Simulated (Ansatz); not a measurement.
Basis sets compared for the cluster TiO₃H₂ (the lowest singlet isomer of a short search). Total charge 0; singlet. Geometry PBE0-D4/def2-SVP. Ansatz on 4 threads of Arm Neoverse V2 on a shared host; times are rough, and most runs start from earlier orbitals.

Cartesian coordinates in Å:
```
Ti 0.088 0.374 0.097
O 0.746 0.384 -1.552
O -0.656 0.691 -1.484
O -0.198 -1.126 0.995
H -0.412 -2.055 0.871
H 0.432 1.731 1.074
```

The 6-31G sets use Cartesian d functions. The structure holds one bond between oxygen atoms, so isomers without such links may lie far lower. The structure comes from a short search, and lower isomers may exist.

Binding counts from free atoms (Ti triplet, O triplet, H doublet) in the same basis, without a counterpoise term.

```
                          level  functions  energy (Eh)  HOMO (eV)  LUMO (eV)  binding per atom (eV)  wall time
                       HF/6-31G         60   -1073.9534     -12.41       0.75                   1.31     0.25 s
                   HF/def2-TZVP        150   -1074.2212     -12.03       0.95                   1.72      0.6 s
                PBE-D4/def2-SVP         83   -1075.6323      -6.17      -3.55                   4.08     0.55 s
               PBE-D4/def2-TZVP        150   -1076.0250      -6.40      -3.70                      –     0.95 s
            r2SCAN-D4/def2-TZVP        150   -1076.3252      -6.67      -3.54                      –        2 s
               PBE0-D4/def2-SVP         83   -1075.6108      -7.82      -2.60                   3.64      0.8 s
PBE0-D4/def2-TZVP (with forces)        150   -1076.0047      -7.92      -2.64                   3.64      1.5 s
```

Estimate the rows for PBE-D4/def2-TZVPD, r2SCAN-D4/def2-TZVPD, PBE0-D4/def2-TZVPD.


| level | functions | energy (Eh) | HOMO (eV) | LUMO (eV) | binding per atom (eV) | wall time |
| --- | --- | --- | --- | --- | --- | --- |
| PBE-D4/def2-TZVPD | 186 | -1076.0280 | -6.44 | -3.74 | – | 1.6 s |
| r2SCAN-D4/def2-TZVPD | 186 | -1076.3277 | -6.69 | -3.55 | – | 2.7 s |
| PBE0-D4/def2-TZVPD | 186 | -1076.0074 | -7.94 | -2.66 | 3.65 | 1.8 s |
